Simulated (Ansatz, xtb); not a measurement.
GeH7N2+: 3 structures ranked

3 gas-phase structures of GeH7N2+, from a drawn sample of its isomers (lower ones may exist). Each was relaxed with GFN2-xTB; where two conformers were screened, the lower at r2SCAN-D4/def2-SVP//GFN2-xTB is listed:

A. `N[NH2+][GeH3]`, a singlet
B. `[NH3+][NH][GeH3]`, a singlet
C. `[NH2][GeH2][NH3+]`, a singlet

Task: Which do you expect lowest at r2SCAN-D4/def2-SVP//GFN2-xTB, and how would the others follow?

Result: Calculated order at r2SCAN-D4/def2-SVP//GFN2-xTB: C (0.0), A (206.2), B (233.0) kJ/mol.

Energies above the lowest of each column, in kJ/mol; the last columns are at r2SCAN-D4/def2-SVP geometries and were run for some of them only (a dash: not run or not comparable):

```json
{"structure": "C", "GFN2-xTB": "0.0", "HF/STO-3G": "0.0", "r2SCAN-D4/def2-SVP//GFN2-xTB": "0.0", "r2SCAN-D4/def2-SVP": "0.0", "CCSD(T)/def2-SVP + ΔMP2/def2-TZVPP": "0.0"}
{"structure": "A", "GFN2-xTB": "163.4", "HF/STO-3G": "180.5", "r2SCAN-D4/def2-SVP//GFN2-xTB": "206.2", "r2SCAN-D4/def2-SVP": "203.3", "CCSD(T)/def2-SVP + ΔMP2/def2-TZVPP": "210.4"}
{"structure": "B", "GFN2-xTB": "190.4", "HF/STO-3G": "225.2", "r2SCAN-D4/def2-SVP//GFN2-xTB": "233.0", "r2SCAN-D4/def2-SVP": "–", "CCSD(T)/def2-SVP + ΔMP2/def2-TZVPP": "–"}
```

Every level run on C puts it lowest or level with the lowest. Flexible structures stand in one conformer each, not always the lowest. Frequencies (r2SCAN-D4/def2-SVP) were run for A, C alone. ΔMP2 is the change of the MP2 energy from the smaller to the larger basis.

Programs: Ansatz 0.2.0, xtb 6.7.1.
